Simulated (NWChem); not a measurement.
System: BHSF2; SMILES FB(F)S

```xyz
5

B      0.0093    -0.4739     0.0000
F      1.1384    -1.1626     0.0000
F     -1.1406    -1.1309     0.0000
S      0.0876     1.3399     0.0000
H     -1.2473     1.5335     0.0000
```
Atoms are numbered in this order, from 1.

Computed with NWChem. STO-3G and 3-21G are far too small for this property and stand as cheap habits. Coordinates come from a B3LYP/6-31G* (spherical d) optimisation. GIAO values for the isolated, static molecule; σ is the absolute isotropic shielding, δ = σ(reference) − σ with the isolated reference molecule computed at the same levels (11B: boron trifluoride, 19F: trichlorofluoromethane, 1H: tetramethylsilane).

For level Hartree-Fock/STO-3G:

| Quantity | Result |
|---|---|
| δ B1 (ppm) | 23.1 |
| δ F2 (ppm) | 7.4 |
| δ F3 (ppm) | 9.2 |
| σ S4 (ppm) | 852.4 |
| δ H5 (ppm) | -0.06 |

Question: What are these values for level BHandHLYP/pcSseg-1?

Answer: 
- δ B1 (ppm) = 18.7
- δ F2 (ppm) = -67.9
- δ F3 (ppm) = -62.0
- σ S4 (ppm) = 657.5
- δ H5 (ppm) = 1.96
